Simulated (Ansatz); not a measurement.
CH$_{5}$F$_{3}$Si$_{2}$, SMILES `F[SiH2]C[SiH](F)F`. Total charge 0; spin multiplicity 1. The structure was optimised at the PBE0-D4/def2-TZVP level. It is one conformer, not always the lowest.

```xyz
11

F     0.116   -0.927    2.126
Si    1.165   -0.357    1.056
C     0.241    0.688   -0.176
Si   -1.282   -0.054   -0.905
F    -0.939   -1.498   -1.474
F    -1.762    0.821   -2.142
H     1.816   -1.509    0.392
H     2.163    0.450    1.799
H    -0.033    1.640    0.293
H     0.930    0.922   -0.998
H    -2.416   -0.176    0.028
```

Q: What is the dipole moment at r2SCAN/def2-TZVPP? (An estimate is asked.)

A: Computed: 2.05 D, with components (1.27, 1.56, 0.41) D in this frame, pointing from negative to positive charge.

Q: And with PBE, B3LYP, ωB97M-V? (Best estimate.)

A: Computed: PBE 2.00 D, B3LYP 2.09 D, ωB97M-V 2.07 D.

Q: Give the Mulliken charges with r2SCAN, ωB97M-V, B3LYP in def2-TZVPP. (Best estimate.)

A: Ansatz gave: 
```csv
atom,r2SCAN,ωB97M-V,B3LYP
F1,-0.33,-0.32,-0.33
Si2,0.58,0.50,0.57
C3,-0.34,-0.44,-0.35
Si4,0.78,0.73,0.78
F5,-0.31,-0.30,-0.32
F6,-0.31,-0.30,-0.31
H7,-0.08,-0.03,-0.08
H8,-0.09,-0.04,-0.08
H9,0.09,0.13,0.11
H10,0.09,0.13,0.11
H11,-0.09,-0.05,-0.09
```

B3LYP here is the variant with VWN-RPA as its local correlation; programs differ in this.
